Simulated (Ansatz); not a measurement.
Consider the redistribution: `[NH2][Al]([NH2])[Br]` + `C[SiH](F)P` → `[CH3][Al]([NH2])[Br]` + `N[SiH](F)P`.

Calculated with Ansatz (gas phase, PBE0-D4/def2-TZVP geometries, no zero-point term in ΔE). CCSD(T)/CBS adds triple-zeta CCSD(T) − MP2 to the extrapolated MP2 energy (def2 sets, frozen cores). Functionals use def2-TZVPP. B3LYP here is the variant with VWN-RPA as its local correlation; programs differ in this. HSE06 is defined as in plane-wave codes. For Br outer-core shells are correlated without core-valence functions, which leaves a few kJ/mol of doubt a bond. Scalar relativity is left out up to krypton. Each species was taken in one conformer, which may not be the lowest.

(1) Is it downhill or uphill in electronic energy at CCSD(T)/CBS, and by how much? (An estimate is asked.)

(2) What do these levels give: LDA (SPW92), CAM-B3LYP-D4, revPBE, BLYP, r2SCAN, B3LYP, HSE06, LC-ωPBE, CCSD/def2-SVP, SCS-MP2/def2-TZVPP, HF/def2-QZVPP, MP2/def2-QZVPP? (Estimate.)

(3) What do rigid-rotor, harmonic-oscillator terms from PBE0-D4/def2-TZVP frequencies (298.15 K, 1 bar) make of the CCSD(T)/CBS value? (Best estimate.)

Largest T1 diagnostic among the species: 0.012.

Results:

(1) Computed: Uphill: ΔE = +15.0 kJ/mol.

(2) Ansatz gave: LDA (SPW92) 7.9, CAM-B3LYP-D4 13.6, revPBE 11.6, BLYP 12.1, r2SCAN 14.2, B3LYP 13.0, HSE06 11.9, LC-ωPBE 13.9, CCSD/def2-SVP 17.2, SCS-MP2/def2-TZVPP 16.5, HF/def2-QZVPP 16.9, MP2/def2-QZVPP 15.3 kJ/mol.

(3) Ansatz gave: ΔZPE = +0.5 kJ/mol, ΔH = +15.3 kJ/mol, ΔS = 9 J/(mol·K), ΔG = +12.6 kJ/mol.

Leaving LDA and LC-ωPBE aside and taking each functional with its dispersion term where it has one, the values, not all of them listed here, spread over 3.6 kJ/mol, from PBE-D4 to BHLYP-D4.
